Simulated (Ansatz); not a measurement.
# H3SSeSn+: where a starting geometry ends

The starting geometry of this gas-phase singlet is a saddle point at r2SCAN-D4/def2-SVP, pushed by 0.25 Å along its imaginary mode.

| atom | x (Å) | y (Å) | z (Å) |
| --- | --- | --- | --- |
| S | 0.3546 | 0.3015 | -1.8610 |
| Se | -1.3331 | -0.9777 | 1.0016 |
| Sn | -0.6664 | -1.8674 | -1.6847 |
| H | 0.7491 | 0.1268 | -3.1370 |
| H | -1.1674 | -2.3272 | 1.6427 |
| H | -2.8068 | -1.1881 | 0.8504 |

Task: Predict what becomes of its bonds when it is optimised with r2SCAN-D4/def2-SVP.

Result: It keeps its bonds.

The energy falls by 0.03 eV over 29 steps:

| step | E − E(last) (eV) |
| --- | --- |
| 1 | 0.032 |
| 4 | 0.018 |
| 7 | 0.015 |
| 10 | 0.010 |
| 13 | 0.005 |
| 17 | 0.002 |
| 20 | 0.000 |
| 23 | 0.000 |
| 26 | 0.000 |
| 29 | 0.000 |

Final geometry (Å):

```xyz
6

S    -0.1803    0.2896   -1.8988
Se   -1.0570   -1.2798    1.1922
Sn    0.0654   -2.0529   -1.3683
H     0.3629    0.1735   -3.1365
H    -1.8512   -2.5054    1.4026
H    -2.2098   -0.5572    0.6209
```

Frequencies at the end are all real (lowest 53 cm⁻¹). Atoms past krypton carry core potentials, without spin–orbit terms. Run with Ansatz 0.2.0, 84 s on 2 threads of Arm Neoverse V1, with other jobs on the host.
